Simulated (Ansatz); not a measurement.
`CC[Si](Cl)(Cl)Cl` + CH₃OH → `CO[Si](Cl)(Cl)Cl` + `CC`  (ligand exchange at the Si–C bond)

Computed with Ansatz on PBE0-D4/def2-TZVP structures; ΔE is electronic, products minus reactants. CCSD(T)/CBS is the MP2 limit (def2-TZVPP, def2-QZVPP) plus CCSD(T) − MP2 in def2-TZVPP, frozen cores. This one scheme is used for every species. DFT in def2-TZVPP. B3LYP here is the variant with VWN-RPA as its local correlation; programs differ in this. HSE06 is defined as in plane-wave codes. One conformer a species, not always the lowest.

| level | ΔE (kJ/mol) | difference from CCSD(T)/CBS |
| --- | --- | --- |
| LDA (SPW92) | -93.8 | 7.0 |
| PBE-D4 | -90.8 | 10.0 |
| revPBE-D4 | -90.6 | 10.2 |
| BLYP-D4 | -101.9 | -1.1 |
| r2SCAN-D4 | -103.5 | -2.7 |
| B97M-V | -107.3 | -6.5 |
| PBE0-D4 | -94.0 | 6.8 |
| B3LYP-D4 | -104.2 | -3.4 |
| r2SCAN0-D4 | -103.5 | -2.7 |
| HSE06-D4 | -93.8 | 7.0 |
| BHLYP-D4 | -109.5 | -8.7 |
| CAM-B3LYP-D4 | -108.1 | -7.3 |
| ωB97X-V | -101.6 | -0.8 |
| ωB97M-V | -100.9 | -0.1 |
| B2PLYP | -107.2 | -6.4 |
| PBE-QIDH | -100.1 | 0.7 |
| PBE | -92.8 | 8.0 |
| revPBE | -92.6 | 8.2 |
| BLYP | -105.4 | -4.6 |
| r2SCAN | -104.1 | -3.3 |
| PBE0 | -95.9 | 4.9 |
| B3LYP | -107.4 | -6.6 |
| r2SCANh | -104.2 | -3.4 |
| r2SCAN0 | -104.3 | -3.5 |
| BHLYP | -112.5 | -11.7 |
| LC-ωPBE | -99.6 | 1.2 |
| RPA@PBE/def2-TZVPP | -100.8 | 0.0 |
| MP2/def2-SVP | -100.0 | 0.8 |
| CCSD/def2-SVP | -100.1 | 0.7 |
| HF/def2-TZVPP | -120.0 | -19.2 |
| MP2/def2-TZVPP | -101.9 | -1.1 |
| SCS-MP2/def2-TZVPP | -105.4 | -4.6 |
| CCSD/def2-TZVPP | -104.1 | -3.3 |
| CCSD(T)/def2-TZVPP | -102.0 | -1.2 |
| HF/def2-QZVPP | -121.4 | -20.6 |
| MP2/def2-QZVPP | -101.7 | -0.9 |
| SCS-MP2/def2-QZVPP | -105.2 | -4.4 |
| HF/CBS(def2) | -121.5 | -20.7 |
| MP2/CBS(def2) | -100.7 | 0.1 |
| CCSD/CBS(def2) | -103.0 | -2.2 |
| CCSD(T)/CBS | -100.8 | 0 |

Largest T1 diagnostic among the species: 0.010.

Leaving LDA and LC-ωPBE aside and taking each functional with its dispersion term where it has one, the values spread over 18.9 kJ/mol, from BHLYP-D4 to revPBE-D4. From BLYP to BHLYP (50 % exact exchange), in def2-TZVPP and without D4, ΔE moves by −7.1 kJ/mol. In def2-TZVPP, CCSD(T) changes the Hartree–Fock value by +18.1 kJ/mol (the triples alone add +2.2 kJ/mol) and MP2 by +18.2 kJ/mol.

CCSD(T)/CBS has its own doubt, a few kJ/mol and more with outer-core shells, so smaller differences from it don't rank the levels.
